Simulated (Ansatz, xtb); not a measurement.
Relative energy of two isomers of CH6GeN2Si

We compare X, `N#[C][GeH2][SiH2]N`, a singlet, with Y, `N#C[Si@@H](N)[GeH3]`, a singlet. Both are isolated molecules in the gas phase, relaxed with B3LYP/def2-SVP; the shapes shown needn't be the lowest conformers.

X (Å):

```json
{"atom": "C", "x (Å)": "-0.6600", "y (Å)": "0.6449", "z (Å)": "-2.7571"}
{"atom": "Ge", "x (Å)": "-0.3234", "y (Å)": "1.0571", "z (Å)": "-0.8811"}
{"atom": "N", "x (Å)": "-0.8282", "y (Å)": "0.3187", "z (Å)": "-3.8596"}
{"atom": "N", "x (Å)": "1.6658", "y (Å)": "-1.8077", "z (Å)": "-0.8425"}
{"atom": "Si", "x (Å)": "0.4305", "y (Å)": "-1.0313", "z (Å)": "0.0906"}
{"atom": "H", "x (Å)": "-1.6422", "y (Å)": "1.6561", "z (Å)": "-0.3499"}
{"atom": "H", "x (Å)": "0.7480", "y (Å)": "2.1673", "z (Å)": "-0.9206"}
{"atom": "H", "x (Å)": "-0.7626", "y (Å)": "-1.9183", "z (Å)": "0.1753"}
{"atom": "H", "x (Å)": "0.9685", "y (Å)": "-0.7320", "z (Å)": "1.4476"}
{"atom": "H", "x (Å)": "2.6141", "y (Å)": "-1.4432", "z (Å)": "-0.8224"}
{"atom": "H", "x (Å)": "1.4413", "y (Å)": "-2.1604", "z (Å)": "-1.7696"}
```

Y (Å):

```yaml
atoms:
  - { symbol: C, position_ang: [-0.5681, 0.1705, -1.3342] }
  - { symbol: Ge, position_ang: [1.7501, -0.1572, 1.1956] }
  - { symbol: N, position_ang: [-0.6782, 0.7845, -2.3152] }
  - { symbol: N, position_ang: [-0.3161, -2.5519, -0.0455] }
  - { symbol: Si, position_ang: [-0.3321, -0.8482, 0.2334] }
  - { symbol: H, position_ang: [-1.5091, -0.5157, 1.0777] }
  - { symbol: H, position_ang: [-1.1754, -3.0336, -0.2972] }
  - { symbol: H, position_ang: [0.4855, -2.9888, -0.4913] }
  - { symbol: H, position_ang: [1.8325, 1.3798, 1.2675] }
  - { symbol: H, position_ang: [2.9182, -0.6802, 0.3323] }
  - { symbol: H, position_ang: [1.8885, -0.7397, 2.6173] }
```

Problem. Which of the two would you expect CCSD(T)/def2-SVP + ΔMP2/def2-TZVPP electronic energies to favour?

Solution. Structure Y; the calculation gives E(Y) − E(X) = −4.1 kcal/mol.

How the difference moves with the method:

```
                             level        geometry  E(Y) − E(X) (kcal/mol)  departure from the last row (kcal/mol)  job, with rough time for the two
                          GFN2-xTB        GFN2-xTB                      +4.1                                    +8.1               optimisation, 0.2 s
                         HF/STO-3G        GFN2-xTB                      −4.0                                    +0.1               single point, 0.6 s
                r2SCAN-D4/def2-SVP        GFN2-xTB                      −5.1                                    −1.0               single point, 3.4 s
                    B3LYP/def2-SVP  B3LYP/def2-SVP                      −4.8                                    −0.7                optimisation, 82 s
                       HF/def2-SVP  B3LYP/def2-SVP                      −5.0                                    −0.9           part of the CCSD(T) run
                      MP2/def2-SVP  B3LYP/def2-SVP                      −5.4                                    −1.4           part of the CCSD(T) run
                  CCSD(T)/def2-SVP  B3LYP/def2-SVP                      −5.2                                    −1.1                      single point
CCSD(T)/def2-SVP + ΔMP2/def2-TZVPP  B3LYP/def2-SVP                      −4.1                                                        single point, 52 s
```

As drawn, Y has 1 C–Si, 1 Ge–H in place of 1 C–Ge, 1 Si–H.

GFN2-xTB puts the two in the other order. The largest departure from CCSD(T)/def2-SVP + ΔMP2/def2-TZVPP is that of GFN2-xTB, 8.1 kcal/mol. A small imaginary or near-zero mode remains, so no thermal terms are given. The last row adds to CCSD(T) the change of the MP2 difference between the two basis sets, here +1.1 kcal/mol.

The correlated steps freeze 17 core orbitals; the filled d shell of Ge is correlated, in a basis made for valence electrons. Run with Ansatz 0.2.0, xtb 6.7.1; the last row on 2 threads of Intel(R) Xeon(R) Platinum 8488C (Sapphire Rapids) on a shared host.
